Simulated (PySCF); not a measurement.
**Relaxation of singlet ClHfN**

Level of theory: PySCF, PBE0, basis Hf def2-TZVP with ECP60, N def2-TZVP, Cl def2-TZVP (scalar-relativistic core potentials, no spin–orbit coupling, density fitting). A (50,194) grid was used.

A hand-made linear start, of C∞v symmetry, held to at least that symmetry:

Coordinates in bohr (charge 0 multiplicity 1):
```
Hf    0.0000    0.0000   -0.5072
N     0.0000    0.0000   -4.0599
Cl    0.0000    0.0000    4.2360
```

(1) What does it relax to?

(2) How much energy is released, and in how many steps?

## Answers

(1) It ends at C∞v with Hf–Cl 2.498 Å, Hf–N 1.709 Å; Cl–Hf–N 180.0°. A frequency run shows 2 imaginary modes (one degenerate set), down to 141i cm⁻¹, so it is a higher-order saddle point.

(2) 58.3 kJ/mol in 4 steps.

No spin–orbit coupling is included, which matters more the heavier the element.

The relaxation took roughly 26 core-seconds on a shared host.
